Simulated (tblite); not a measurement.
Species: C₂H₉PSSi₂.
Atom-mapped SMILES: `[SiH3:1]/[CH:2]=[CH:3]\[S:4][SiH2:5][PH2:6]` (hydrogens: H7, H8, H9 on Si1; H10 on C2; H11 on C3; H12, H13 on Si5; H14, H15 on P6)

Computed with GFN2-xTB (tblite), gas phase: L-BFGS steps from a force-field or distance-geometry start until the largest atomic force falls under 0.01 eV/Å.

Step 46: E = -491.8243 eV
```
atom  x, y, z in Å  |  force x, y, z in eV/Å
Si1    -3.0492   -0.0191   -0.3000    0.020   0.009  -0.014
C2     -1.5296    1.1026   -0.2942   -0.030  -0.073   0.083
C3     -0.2833    0.7474   -0.5775   -0.037   0.023  -0.003
S4      0.1861   -0.8194   -1.2483   -0.031   0.049   0.080
Si5     1.9016   -1.3028   -0.0180   -0.069   0.065  -0.078
P6      3.2245    0.4433    0.4910   -0.031  -0.003   0.084
H7     -2.6670   -1.3743    0.1111   -0.017   0.086  -0.047
H8     -3.6924   -0.0268   -1.6177    0.075  -0.007   0.030
H9     -3.9912    0.5420    0.6838    0.102  -0.018  -0.059
H10    -1.6704    2.1249    0.0427    0.014  -0.063   0.003
H11     0.5580    1.4249   -0.4638   -0.046  -0.013  -0.032
H12     1.3481   -1.8214    1.2305    0.056   0.016   0.061
H13     2.5495   -2.3479   -0.7968    0.015  -0.018  -0.031
H14     4.3032    0.0322   -0.2658    0.032  -0.080   0.015
H15     2.8075    1.3023   -0.5045   -0.054   0.027  -0.092
```

Step 47: E = -491.8398 eV
```
atom  x, y, z in Å  |  force x, y, z in eV/Å
Si1    -3.0569   -0.0322   -0.3226   -0.031   0.023   0.040
C2     -1.5486    1.0983   -0.2507    0.020   0.000   0.126
C3     -0.2920    0.7689   -0.5193   -0.049  -0.022  -0.068
S4      0.1855   -0.7643   -1.2612   -0.014   0.059   0.084
Si5     1.8943   -1.2688   -0.0342    0.002   0.073  -0.072
P6      3.2423    0.4758    0.4316   -0.017  -0.036  -0.091
H7     -2.6725   -1.3689    0.1307    0.002  -0.002  -0.036
H8     -3.6508   -0.0730   -1.6587    0.073   0.000  -0.034
H9     -4.0560    0.5206    0.6101    0.131  -0.005  -0.062
H10    -1.7080    2.0984    0.1368    0.022  -0.010   0.003
H11     0.5481    1.4410   -0.3589   -0.096  -0.036  -0.027
H12     1.3369   -1.7392    1.2286    0.030  -0.011   0.109
H13     2.5014   -2.3601   -0.7839    0.013   0.014  -0.034
H14     4.3592   -0.0425   -0.2084   -0.089   0.000   0.073
H15     2.9127    1.2536   -0.6677    0.006  -0.045  -0.012
```

Step 48: E = -491.8421 eV
```
atom  x, y, z in Å  |  force x, y, z in eV/Å
Si1    -3.0607   -0.0467   -0.3457   -0.065   0.052   0.091
C2     -1.5664    1.0949   -0.2054    0.018   0.105   0.186
C3     -0.3018    0.7917   -0.4663   -0.031  -0.039  -0.086
S4      0.1813   -0.7079   -1.2702   -0.024   0.045   0.048
Si5     1.8845   -1.2342   -0.0531    0.054   0.002   0.010
P6      3.2554    0.5013    0.3709    0.150   0.006  -0.472
H7     -2.6777   -1.3656    0.1509    0.015  -0.068  -0.033
H8     -3.6085   -0.1131   -1.6964    0.087  -0.005  -0.100
H9     -4.1149    0.4972    0.5306    0.150   0.011  -0.042
H10    -1.7482    2.0707    0.2345    0.051  -0.026  -0.030
H11     0.5399    1.4537   -0.2616   -0.172  -0.058  -0.038
H12     1.3370   -1.6508    1.2353    0.022  -0.027   0.065
H13     2.4510   -2.3667   -0.7775   -0.007   0.055  -0.019
H14     4.4069   -0.1122   -0.1459   -0.324   0.146   0.153
H15     3.0177    1.1956   -0.8276    0.076  -0.200   0.267
```

Step 49: E = -491.8495 eV
```
atom  x, y, z in Å  |  force x, y, z in eV/Å
Si1    -3.0540   -0.0420   -0.3391   -0.023   0.003   0.065
C2     -1.5594    1.0939   -0.2171    0.012   0.067   0.129
C3     -0.2998    0.7856   -0.4887   -0.028  -0.025  -0.041
S4      0.1757   -0.7253   -1.2607   -0.015  -0.089  -0.049
Si5     1.8836   -1.2432   -0.0512    0.042  -0.019   0.080
P6      3.2470    0.4875    0.3906   -0.089   0.077  -0.085
H7     -2.6764   -1.3646    0.1420    0.036  -0.119  -0.017
H8     -3.6199   -0.0934   -1.6785    0.054  -0.014  -0.181
H9     -4.0828    0.5031    0.5511    0.026   0.065   0.055
H10    -1.7372    2.0740    0.2037    0.036   0.097   0.024
H11     0.5433    1.4460   -0.3067   -0.096   0.037   0.002
H12     1.3532   -1.6739    1.2412    0.017  -0.025   0.032
H13     2.4663   -2.3570   -0.7862    0.003   0.011  -0.043
H14     4.3769   -0.0856   -0.1606   -0.002  -0.036   0.020
H15     2.9789    1.2027   -0.7673    0.028  -0.030   0.009
```

**Question.** Estimate the geometry and energy of step 50. (The exact step hangs on the optimiser's Hessian estimate; all steps are aligned on step 49, rigid shifts and turns removed.)

**Answer.** E = -491.8525 eV, largest force 0.137 eV/Å
```
atom  x, y, z in Å  |  force x, y, z in eV/Å
Si1    -3.0557   -0.0444   -0.3416    0.003  -0.005   0.022
C2     -1.5612    1.0949   -0.2091   -0.021   0.030   0.125
C3     -0.3007    0.7886   -0.4808   -0.055  -0.017  -0.041
S4      0.1737   -0.7191   -1.2623   -0.002  -0.060  -0.022
Si5     1.8830   -1.2384   -0.0531    0.018  -0.031   0.062
P6      3.2472    0.4923    0.3758    0.016   0.009  -0.023
H7     -2.6757   -1.3672    0.1450    0.018  -0.075  -0.033
H8     -3.6129   -0.0993   -1.6887    0.083  -0.011  -0.109
H9     -4.0914    0.5013    0.5409    0.032   0.058   0.047
H10    -1.7433    2.0714    0.2192    0.050   0.085   0.015
H11     0.5409    1.4500   -0.2924   -0.095   0.014  -0.007
H12     1.3537   -1.6612    1.2427    0.018  -0.024   0.029
H13     2.4588   -2.3582   -0.7848    0.003   0.013  -0.041
H14     4.3871   -0.0984   -0.1498   -0.105   0.029   0.037
H15     2.9920    1.1954   -0.7884    0.036  -0.014  -0.061
```

The energy changes by -0.0030 eV. The first-order estimate −F·Δx gives -0.0042 eV and the mean of the old and new forces, exact on a quadratic surface, -0.0030 eV. The step makes an angle of 78° with the force vector and moves no atom by more than 0.026 Å.

The cost below is that of the whole relaxation. Time: 1.6 s of wall time. Hardware: Arm Neoverse V1, one thread, on a shared host.
